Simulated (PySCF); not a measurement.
## Which setting was changed?

PySCF (NMR shieldings with GIAOs, density fitting), isolated neutral molecules in closed-shell states, PBE0-D3(BJ)/def2-SVP geometries kept fixed through all settings. All basis functions are spherical. Starting from PBE0/def2-TZVP, one thing was changed at a time: the basis to def2-SVP, the basis to pcSseg-0, the basis to cc-pVTZ, the basis to 6-31G*.

Changes against PBE0/def2-TZVP in 6 molecules:

```tsv
molecule	changed to	HOMO energy (eV)	mean 13C shielding (ppm)	mean 1H shielding (ppm)
NCC[BH2-][NH3+]	def2-SVP	+0.13	+10.0	-0.02
NCC[BH2-][NH3+]	pcSseg-0	+0.12	+6.8	+1.49
NCC[BH2-][NH3+]	cc-pVTZ	+0.01	+0.8	-0.25
NCC[BH2-][NH3+]	6-31G*	+0.28	+9.9	+0.65
CO[Si@H](Cl)O[SiH3]	def2-SVP	+0.11	+10.1	+0.12
CO[Si@H](Cl)O[SiH3]	pcSseg-0	+0.04	+4.0	+1.06
CO[Si@H](Cl)O[SiH3]	cc-pVTZ	+0.03	+1.0	-0.08
CO[Si@H](Cl)O[SiH3]	6-31G*	+0.13	+9.6	+0.52
CC[B@H-](N)[NH3+]	def2-SVP	+0.32	+8.3	-0.11
CC[B@H-](N)[NH3+]	pcSseg-0	+0.48	+6.6	+1.27
CC[B@H-](N)[NH3+]	cc-pVTZ	+0.05	+0.7	-0.26
CC[B@H-](N)[NH3+]	6-31G*	+0.51	+8.2	+0.47
BSB(Cl)SC	def2-SVP	+0.05	+8.3	+0.02
BSB(Cl)SC	pcSseg-0	-0.39	+3.6	+0.94
BSB(Cl)SC	cc-pVTZ	0.00	+0.5	-0.18
BSB(Cl)SC	6-31G*	+0.04	+8.6	+0.61
BCO[SiH2][SiH3]	def2-SVP	+0.10	+12.4	+0.05
BCO[SiH2][SiH3]	pcSseg-0	+0.25	+1.1	+1.27
BCO[SiH2][SiH3]	cc-pVTZ	+0.03	+0.8	-0.05
BCO[SiH2][SiH3]	6-31G*	+0.25	+13.4	+0.52
C#C[Si@@H]1C=C(Cl)S1	def2-SVP	+0.07	+13.6	+0.16
C#C[Si@@H]1C=C(Cl)S1	pcSseg-0	-0.28	+1.4	+1.29
C#C[Si@@H]1C=C(Cl)S1	cc-pVTZ	0.00	+1.5	-0.11
C#C[Si@@H]1C=C(Cl)S1	6-31G*	+0.13	+18.4	+0.68
```

For `C[NH+](C)[BH2-]N` the PBE0/def2-TZVP run gave HOMO energy -6.18 eV, mean 13C shielding 149.3 ppm, mean 1H shielding 29.61 ppm. The changed runs lost their labels:

```csv
run,HOMO energy (eV),mean 13C shielding (ppm),mean 1H shielding (ppm)
A,-6.14,150.4,29.40
B,-5.90,157.7,29.57
C,-5.72,158.5,30.08
D,-5.77,153.0,30.73
```

Which run belongs to which change?

A: cc-pVTZ; B: def2-SVP; C: 6-31G*; D: pcSseg-0.

| run | change of HOMO energy (eV), here / mean of the others | change of mean 13C shielding (ppm), here / mean of the others | change of mean 1H shielding (ppm), here / mean of the others | next best match |
| --- | --- | --- | --- | --- |
| A | +0.04 / +0.02 | +1.1 / +0.9 | -0.21 / -0.16 | def2-SVP |
| B | +0.28 / +0.13 | +8.4 / +10.4 | -0.04 / +0.04 | cc-pVTZ |
| C | +0.46 / +0.22 | +9.2 / +11.3 | +0.47 / +0.58 | def2-SVP |
| D | +0.41 / +0.04 | +3.7 / +3.9 | +1.12 / +1.22 | 6-31G* |

Each run is given to the change whose mean effect on the other molecules lies nearest, every quantity measured in units of its scatter between molecules.

Would one quantity have been enough? Give each run to the change with the nearest mean effect on that quantity alone.

mean 1H shielding: 4 of 4 runs rightly; mean 13C shielding: 3 of 4 runs rightly; HOMO energy: 1 of 4 runs rightly.

Only sets that this rule tells apart clearly are shown.
